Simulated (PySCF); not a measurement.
C10H7N3, SMILES N12C3C=CN=C2C=CC=C1C=CN=3. Heavy atoms are numbered as in [CH:1]1=[CH:2][C:3]2=[N:4][CH:5]=[CH:6][C:7]3=[N:8][CH:9]=[CH:10][C:11](=[CH:12]1)[N:13]23. Hydrogens are named by the atom that carries them.

Coordinates come from a B3LYP-D3(BJ)/def2-SVP optimisation.

Method: PBE/def2-SVP run with PySCF.

ESP charges are fitted to the potential on shells at 1.4 to 2.0 van der Waals radii. Atomic charges (e), one atom of each kind:

```
atom      Löwdin  ESP fit    IAO
--------  ------  -------  -----
C1 (CH)     0.01     0.16  -0.11
C2 (CH)    -0.07    -0.61  -0.20
C3          0.06     0.93   0.21
N4         -0.12    -0.76  -0.32
C5 (CH)     0.03     0.50   0.01
C6 (CH)    -0.10    -0.86  -0.24
C7          0.06     1.05   0.22
N8         -0.13    -0.75  -0.32
C9 (CH)     0.03     0.43   0.00
C10 (CH)   -0.10    -0.75  -0.23
C11         0.05     0.75   0.12
C12 (CH)   -0.09    -0.60  -0.22
N13         0.10    -0.65  -0.02
H on C1     0.04     0.12   0.16
H on C2     0.04     0.22   0.17
H on C5     0.03     0.06   0.15
H on C6     0.04     0.26   0.17
H on C9     0.03     0.07   0.15
H on C10    0.04     0.23   0.15
H on C12    0.04     0.21   0.15
```

Task: Give the Mayer and Wiberg (Löwdin basis) orders of the bonds. (The exact figures need the calculation; the answer reports its results.)

Result: 
```json
[
 {"bond": "C1–C2", "Mayer": "1.42", "Wiberg": "1.53"},
 {"bond": "C2–C3", "Mayer": "1.25", "Wiberg": "1.30"},
 {"bond": "C3–N4", "Mayer": "1.54", "Wiberg": "1.56"},
 {"bond": "N4–C5", "Mayer": "1.44", "Wiberg": "1.52"},
 {"bond": "C5–C6", "Mayer": "1.43", "Wiberg": "1.54"},
 {"bond": "C6–C7", "Mayer": "1.24", "Wiberg": "1.28"},
 {"bond": "C7–N8", "Mayer": "1.58", "Wiberg": "1.59"},
 {"bond": "N8–C9", "Mayer": "1.40", "Wiberg": "1.48"},
 {"bond": "C9–C10", "Mayer": "1.48", "Wiberg": "1.58"},
 {"bond": "C10–C11", "Mayer": "1.21", "Wiberg": "1.25"},
 {"bond": "C1–C12", "Mayer": "1.30", "Wiberg": "1.40"},
 {"bond": "C11–C12", "Mayer": "1.38", "Wiberg": "1.41"},
 {"bond": "C3–N13", "Mayer": "1.07", "Wiberg": "1.18"},
 {"bond": "C7–N13", "Mayer": "1.07", "Wiberg": "1.17"},
 {"bond": "C11–N13", "Mayer": "1.12", "Wiberg": "1.20"}
]
```
